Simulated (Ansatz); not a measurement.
Computed with PBE-D3(BJ)/def2-TZVP (Ansatz, a program for electronic structure). No frequencies were computed at this level.

Ansatz 0.2 input:
```yaml
crystal:
  periodic: [false, false, false]
  atoms:
    - { symbol: C, position_ang: [0.540692, 1.131292, -0.314497] }
    - { symbol: Si, position_ang: [1.384214, -0.412623, -0.323236] }
    - { symbol: C, position_ang: [-0.36184, -0.937892, 0.238182] }
    - { symbol: C, position_ang: [-0.791714, 0.543774, 0.140241] }
    - { symbol: H, position_ang: [0.72954, 2.169357, -0.522027] }
    - { symbol: H, position_ang: [2.586508, -1.197862, -0.54207] }
    - { symbol: H, position_ang: [-0.912908, -1.590567, -0.434215] }
    - { symbol: H, position_ang: [-0.450919, -1.345832, 1.242208] }
    - { symbol: H, position_ang: [-1.59517, 0.696803, -0.584236] }
    - { symbol: H, position_ang: [-1.128402, 0.943552, 1.09965] }
basis:
  gaussian: { orbitals: def2-tzvp }
hamiltonian:
  xc: pbe
  dispersion: d3bj
relax:
  max_steps: 150
```

Output:

```
Functional definition: PBE
1056 factors; their error is unknown
mean field evaluation 1: about -11054.4215 eV, gradient 9.2e1 eV
mean field evaluation 2: about -10851.4532 eV, gradient 2.3e2 eV
mean field evaluation 4: about -11074.4666 eV, gradient 2.7e1 eV
mean field evaluation 8: about -11076.9265 eV, gradient 4.1e-1 eV
mean field evaluation 16: about -11076.8940 eV, gradient 3.8e-4 eV
mean field -11076.89395266 eV, -407.0683445720 hartree, gradient 3.1e-5 eV, S^2 0.000000; 0 other end points of the search recorded, 0 dependent functions left out
reference -11076.89399513 eV, -407.0683461326 hartree; 19, 19 occupied and 147, 147 virtual orbitals, 1056 factors
relax step   1: F+E_penalty+E_count = -11077.10773118 eV  Δ(F+E_penalty+E_count) = +0.000e0 eV  max|allowed force component| = 2.142e0 eV/Å  Δτ_max = 0.0000 Å  (31 SCF iters, accepted)
these checks for a lower state are left out or cut short: starts, cluster_reference, orbital_swaps, neighbouring_geometries, increment
1056 factors; their error is unknown
mean field -11077.03776370 eV, -407.0736295300 hartree, gradient 9.2e-6 eV, S^2 0.000000; 0 other end points of the search recorded, 0 dependent functions left out
reference -11077.03780584 eV, -407.0736310789 hartree; 19, 19 occupied and 147, 147 virtual orbitals, 1056 factors
relax step   2: F+E_penalty+E_count = -11077.24745583 eV  Δ(F+E_penalty+E_count) = -1.397e-1 eV  max|allowed force component| = 9.167e-1 eV/Å  Δτ_max = 0.0719 Å  (32 SCF iters, accepted)
these checks for a lower state are left out or cut short: starts, cluster_reference, orbital_swaps, neighbouring_geometries, increment
1056 factors; their error is unknown
mean field evaluation 32: about -11077.0654 eV, gradient 2.6e-4 eV
mean field -11077.06536390 eV, -407.0746438186 hartree, gradient 9.5e-6 eV, S^2 0.000000; 0 other end points of the search recorded, 0 dependent functions left out
reference -11077.06540615 eV, -407.0746453714 hartree; 19, 19 occupied and 147, 147 virtual orbitals, 1056 factors
relax step   3: F+E_penalty+E_count = -11077.27467528 eV  Δ(F+E_penalty+E_count) = -2.722e-2 eV  max|allowed force component| = 2.323e-1 eV/Å  Δτ_max = 0.0562 Å  (34 SCF iters, accepted)
these checks for a lower state are left out or cut short: starts, cluster_reference, orbital_swaps, neighbouring_geometries, increment
1056 factors; their error is unknown
mean field -11077.06798543 eV, -407.0747401583 hartree, gradient 9.5e-6 eV, S^2 0.000000; 0 other end points of the search recorded, 0 dependent functions left out
reference -11077.06802770 eV, -407.0747417115 hartree; 19, 19 occupied and 147, 147 virtual orbitals, 1056 factors
relax step   4: F+E_penalty+E_count = -11077.27734331 eV  Δ(F+E_penalty+E_count) = -2.668e-3 eV  max|allowed force component| = 6.064e-2 eV/Å  Δτ_max = 0.0151 Å  (34 SCF iters, accepted)
these checks for a lower state are left out or cut short: starts, cluster_reference, orbital_swaps, neighbouring_geometries, increment
1056 factors; their error is unknown
mean field -11077.06828128 eV, -407.0747510304 hartree, gradient 9.5e-6 eV, S^2 0.000000; 0 other end points of the search recorded, 0 dependent functions left out
reference -11077.06832354 eV, -407.0747525834 hartree; 19, 19 occupied and 147, 147 virtual orbitals, 1056 factors
relax step   5: F+E_penalty+E_count = -11077.27766768 eV  Δ(F+E_penalty+E_count) = -3.244e-4 eV  max|allowed force component| = 1.906e-2 eV/Å  Δτ_max = 0.0047 Å  (35 SCF iters, accepted)
these checks for a lower state are left out or cut short: starts, cluster_reference, orbital_swaps, neighbouring_geometries, increment
1056 factors; their error is unknown
mean field -11077.06832821 eV, -407.0747527551 hartree, gradient 9.5e-6 eV, S^2 0.000000; 0 other end points of the search recorded, 0 dependent functions left out
reference -11077.06837046 eV, -407.0747543078 hartree; 19, 19 occupied and 147, 147 virtual orbitals, 1056 factors
relax step   6: F+E_penalty+E_count = -11077.27771506 eV  Δ(F+E_penalty+E_count) = -4.739e-5 eV  max|allowed force component| = 7.416e-3 eV/Å  Δτ_max = 0.0033 Å  (35 SCF iters, accepted)
1056 factors; their error is unknown
mean field evaluation 64: about -11055.8316 eV, gradient 9.0e1 eV
mean field -11077.06832821 eV, -407.0747527551 hartree, gradient 9.5e-6 eV, S^2 0.000000; 1 other end points of the search recorded, 0 dependent functions left out
reference -11077.06837046 eV, -407.0747543078 hartree; 19, 19 occupied and 147, 147 virtual orbitals, 1056 factors
Total energy: -11077.27775732 eV, -407.0824491328 hartree
Atom 0 at     0.582227     1.129360    -0.327030 Å, force     0.003701     0.002571    -0.001132 eV/Å
Atom 1 at     1.309693    -0.429719    -0.300108 Å, force    -0.002990     0.000813     0.000664 eV/Å
Atom 2 at    -0.401713    -0.987430     0.256085 Å, force    -0.001724     0.004055     0.000224 eV/Å
Atom 3 at    -0.755428     0.540514     0.130313 Å, force    -0.000491    -0.007416     0.000585 eV/Å
Atom 4 at     0.769854     2.180142    -0.533148 Å, force    -0.001903     0.001485     0.000367 eV/Å
Atom 5 at     2.636126    -1.071410    -0.573826 Å, force     0.001573    -0.002080    -0.000215 eV/Å
Atom 6 at    -0.972651    -1.629833    -0.426679 Å, force     0.000396    -0.001111    -0.000446 eV/Å
Atom 7 at    -0.500635    -1.380399     1.276180 Å, force     0.000738    -0.001170     0.000620 eV/Å
Atom 8 at    -1.568990     0.700074    -0.599091 Å, force     0.000217     0.001523    -0.000463 eV/Å
Atom 9 at    -1.098482     0.948705     1.097304 Å, force     0.000483     0.001330    -0.000203 eV/Å
Dipole moment:    -0.052082    -0.155498     0.037240 e Å
```

Cost: about 30 core-seconds (a rough figure).
